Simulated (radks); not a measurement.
Charge is removed step by step from the 3p3/2 level of Ni2+, starting from [Ne] 3s2 3p(1/2: 2, 3/2: 4) 3d8. Calculated with a radial shooting solver on a logarithmic mesh with Libxc functionals: Dirac Kohn-Sham, BLYP, spin-unpolarised, spherical densities, finite nucleus; open shells fill j = l - 1/2 first; Fermi nuclear charge, rms radius 3.7757 fm.

removed (e) = 0: E - E(0) (eV) 0.000; eigenvalue (eV) -90.249; E minus straight line (eV) 0.000
removed (e) = 0.25: E - E(0) (eV) 23.170; eigenvalue (eV) -95.142; E minus straight line (eV) -1.910
removed (e) = 0.5: E - E(0) (eV) 47.586; eigenvalue (eV) -100.21; E minus straight line (eV) -2.575
removed (e) = 0.75: E - E(0) (eV) 73.290; eigenvalue (eV) -105.45; E minus straight line (eV) -1.951
removed (e) = 1: E - E(0) (eV) 100.32; eigenvalue (eV) -110.83; E minus straight line (eV) 0.000

Removing the whole electron costs 100.32 eV by Delta-SCF, against 90.249 eV from minus the eigenvalue at the starting occupation. Slater's transition state (half an electron removed) gives 100.21 eV. Integrating minus the eigenvalue over the occupation (Janak's theorem) gives 100.32 eV. The mean slope of the eigenvalue, de/dn, is 20.6 eV per electron.
